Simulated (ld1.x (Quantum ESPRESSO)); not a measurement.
**silicon (Si): variants of one TM potential**

Base potential:

```
Element                 : silicon (Si)
Generator               : ld1.x (Quantum ESPRESSO) 7.5
Type                    : norm-conserving Troullier–Martins (Kleinman–Bylander form)
Functional              : PBE
Relativity              : scalar-relativistic
Frozen core             : [He]
Valence charge          : 12
Reference configuration : 2s2 2p6 3s2 3p2
Partial waves           : 2s (bound): rc 0.90 bohr; 2p (bound): rc 0.55 bohr; 3d channel at -0.2 Ry: rc 0.85 bohr
Local potential         : all-electron potential smoothed inside 0.55 bohr (lloc = -1)
Core correction         : a·sin(br)/r model core, default radius (core density twice the valence density)
```

Occupied shells without a wave of their own: 3p, 3s. They enter only through the test configuration that unscreens the potential, and ld1.x also counts them in the model core charge.

All-electron outer shells of the reference configuration (PBE, scalar-relativistic, ld1.x):

```csv
shell,level (eV),outermost node (bohr),outermost maximum (bohr)
1s,-1785.94,–,0.07
2s,-139.50,0.15,0.45
2p,-95.56,–,0.39
3s,-10.81,0.72,1.80
3p,-4.08,0.72,2.17
```

Cutoffs, loose and tight: the cutoffs (Ry, on a coarse ladder) from which the occupation-weighted sum of valence levels, in a spherical-Bessel basis at the reference potential, stays within 10 and 1 mRy of its value at 400 Ry. They do not see the model core or the augmentation charge, which bear on the density cutoff. Test errors are all-electron minus pseudo excitation energies from the reference, over the configurations 2s2 2p6 3s2 3p1; 2s2 2p6 3s2 3p0; 2s2 2p6 3s1 3p0; 2s1 2p6 3s2 3p2; 2s2 2p6 3s1 3p3; 2s2 2p6 3s2 3p1.5; 2s2 2p6 3s1 3p2. A dash means not determined; rows that change the core or the reference have their own tests.

With those shells counted twice in exchange and correlation these files are broken, and their errors move erratically; no question is asked of them.

The default core radius of the base comes out at 0.16 bohr.

| change | outcome | cutoff, loose | cutoff, tight | bound ghosts | largest test error (meV) |
| --- | --- | --- | --- | --- | --- |
| base | generated, misses its reference levels by 0.19 eV | over 300 Ry | over 300 Ry | none | -1836 |
| wave 3d channel at -0.2 Ry: rc 0.85 bohr becomes 3d channel at -0.2 Ry: rc 0.94 bohr | generated, misses its reference levels by 0.19 eV | over 300 Ry | over 300 Ry | none | -1836 |
| local potential all-electron potential smoothed inside 0.40 bohr (lloc = -1) | generated, misses its reference levels by 0.22 eV | over 300 Ry | over 300 Ry | none | -1904 |
| wave 2s (bound): rc 0.90 bohr becomes 2s (bound): rc 1.38 bohr | generated | over 300 Ry | over 300 Ry | none | -1673 |
| wave 3d channel at -0.2 Ry: rc 0.85 bohr becomes 3d channel at 0.73 Ry: rc 0.85 bohr | generated, misses its reference levels by 0.19 eV | over 300 Ry | over 300 Ry | none | -1836 |
| core correction a·sin(br)/r model core inside 0.66 bohr | generated, misses its reference levels by 0.19 eV | over 300 Ry | over 300 Ry | none | -1836 |
| non-relativistic | generated, misses its reference levels by 0.19 eV | over 300 Ry | over 300 Ry | none | -1849 |
| local potential the s channel | generated, misses its reference levels by 0.51 eV | over 300 Ry | over 300 Ry | none | -3044 |
| all radii but the core radius scaled by about 1.34 (s 1.20, p 0.74, d 1.14 bohr); local potential all-electron potential smoothed inside 0.74 bohr (lloc = -1) | generated | 300 Ry | over 300 Ry | none | -1470 |
| core [Ne], valence charge 4; reference 3s1.5 3p2.5; waves now 3p (bound): rc 2.25 bohr; 3d channel at -0.2 Ry: rc 2.35 bohr; 3s (bound): rc 1.55 bohr; local potential the s channel; core correction Bessel-smoothed model core, default radius (core density twice the valence density) | generated | 15 Ry | 35 Ry | none | +12 |
